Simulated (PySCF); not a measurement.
# Calculated NMR parameters of C=C/C=C(\C)[SiH3]

```yaml
Formula: C5H10Si
SMILES: C=C/C=C(\C)[SiH3]
InChI: InChI=1S/C5H10Si/c1-3-4-5(2)6/h3-4H,1H2,2,6H3/b5-4+
Point_group_of_the_computed_structure: C1
Degrees_of_unsaturation: 2
Carbon_signals: 5
Proton_signals: 6
```

Mapped SMILES: `[CH2:1]=[CH:2]/[CH:3]=[C:4](\[CH3:5])[SiH3:6]`; H(Xn) means a hydrogen on atom n. Ha(C1) is cis to C3; Hb(C1) is trans to C3.

Equivalent nuclei averaged, gas phase, single conformer, relativity neglected. Shielding tensors at PBE0/pcSseg-1 (GIAO); structure optimised with GFN2-xTB; PySCF 2.14.

Scale: TMS for 1H (σref 31.72), 13C (σref 186.93), 29Si (σref 349.16) (reference shieldings calculated alike).

| carbon | δC, type | δH (multiplicity) | HMBC from (2–3 bonds) | span of the C tensor (ppm) |
| --- | --- | --- | --- | --- |
| C1 | 126.6, CH2 | Ha(C1) 5.52 (m); Hb(C1) 5.57 (m) | H(C2), H(C3) | 206 |
| C2 | 139.7, CH | 6.93 (m) | H(C3), Hb(C1), Ha(C1) | 240 |
| C3 | 151.3, CH | 6.74 (d) | H(C2), Hb(C1), Ha(C1), H(Si6), H(C5) | 212 |
| C4 | 139.4, C | – | H(C2), H(C3), H(Si6), H(C5) | 222 |
| C5 | 18.0, CH3 | 2.05 (s) | H(C3), H(Si6) | 31 |

Other nuclei:
```tsv
atoms	nucleus	environment	δ (ppm)	σ (ppm)
H(Si6)	1H	hydrogen on a silicon bonded to C	4.21	27.50
Si6	29Si	silicon bonded to C, 3 H	-65.7	414.8
```

1. Carbon types of the structure: 1 × C, 2 × CH, 1 × CH2, 1 × CH3, leaving 3 H on heteroatoms.
2. δC 151.3, 139.7: alkene CH; as expected for a trigonal carbon in a double bond.
3. δC 139.4: fully substituted alkene carbon; an sp2 carbon of a C=C bond.
4. δC 126.6: terminal =CH2 carbon; as expected for a trigonal carbon in a double bond.
5. δC 18.0: allylic methyl carbon; saturated and bonded to C and H only.
6. δH 6.93, 6.74: hydrogen on an alkene CH; attached to an sp2 carbon and in the plane of the double bond.

Shifts are as computed. Against solution values, carbons near 30 ppm lie about +3 ppm off and those near 130 ppm about +5 ppm. Of 1211 compounds with measured shifts, 218 miss one by over three times the rms of a fit or turn the order of signals round; such compounds aren't used in these exercises. No couplings were computed; multiplicities are counted from neighbouring protons, with m where these are inequivalent, close in shift, in a saturated or five-membered ring or joined by F or P, and br s for small geminal =CH2 splittings.
